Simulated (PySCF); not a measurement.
## InBr: from constants to spectrum

RHF-CCSD(T) constants of InBr, ¹Σ⁺ (singlet), closed shell (basis In def2-TZVPPD with ECP28, Br def2-TZVPPD; scalar-relativistic core potentials; PySCF 2.14; masses 114.9039 and 78.9183 u):

- ωe: 221.1 cm⁻¹
- ωexe: 0.54 cm⁻¹
- Be: 0.054912 cm⁻¹
- αe: 0.000191 cm⁻¹
- D (centrifugal): 1.35e-08 cm⁻¹
- De to In + Br: 4.13 eV

(1) Estimate the standard entropy (1 bar) and heat capacity of the ideal gas at 1500 K, rigid rotor with B0 and harmonic oscillator at the fundamental.

Correlated steps freeze 13 core orbitals. Spin–orbit coupling is left out, which matters for elements this heavy, above all for dissociation energies. Where the molecule has an RHF reference, its open-shell atoms are computed with UHF.

Answers

(1) Translation (Sackur–Tetrode, M = 193.82 u): 208.1 J/(mol K). Rotation: q = kT/(σB0) = 19000 with σ = 1, 90.2. Vibration: x = hcν0/kT = 0.211, 21.26. S° = 319.6 J/(mol K); Cp = 7R/2 + 8.28 = 37.4 J/(mol K).
